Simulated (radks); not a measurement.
Os IV, 73 electrons, occupied as [Xe] 4f14 5d5. Method: non-relativistic Kohn-Sham, exchange-only B88, spin-polarised, spherical densities, point nucleus; open shells are filled with parallel spins first (spin-orbit coupling, left out, can overturn this in heavy ions); relativity is left out, which matters for an element this heavy; computed with a radial shooting solver on a logarithmic mesh with Libxc functionals.

Normalised radial functions P(r) = r R(r), r in bohr:

```
   r/bohr * 5s up, o 4f down, + 5p up (the largest magnitude, 1.37, reaches the edge; | marks zero, & curves that meet)
 0.001164                             &*
 0.001552                             &*
  0.00207                             &*
 0.002761                             & *
 0.003653                             & *
 0.004873                             &  *
 0.006499                             o+ *
 0.008668                             o+  *
  0.01147                             o+ *
   0.0153                             o +*
   0.0204                             o *+
  0.02721                            *o   +
    0.036                          *  o    +
  0.04802                        *    o    +
  0.06405                        *    |o +
  0.08542                           *+|  o
    0.113                        +    |   *o
   0.1507                      +      |       * o
   0.2011                         +   |     *         o
   0.2682                         *   |    +                 o
   0.3548                 *           |          +               o
   0.4732                     *       |       +                  o
   0.6312                        +    |      *              o
   0.8419            +                |             o     *
    1.114        +                    |       o             *
    1.486             +               |  o          *
    1.982                     +       |o    *
    2.643                           + o*
    3.497                             &
    4.664                             &
```

5s up: eigenvalue -104.02 eV, 4 radial nodes at r = 0.0254, 0.0952, 0.240, 0.558 bohr, <r> = 1.11 bohr, 90 % of the charge inside 1.58 bohr. 4f down: eigenvalue -90.866 eV, 0 radial nodes, <r> = 0.539 bohr, 90 % of the charge inside 0.873 bohr. 5p up: eigenvalue -77.281 eV, 3 radial nodes at r = 0.0816, 0.232, 0.571 bohr, <r> = 1.21 bohr, 90 % of the charge inside 1.75 bohr.
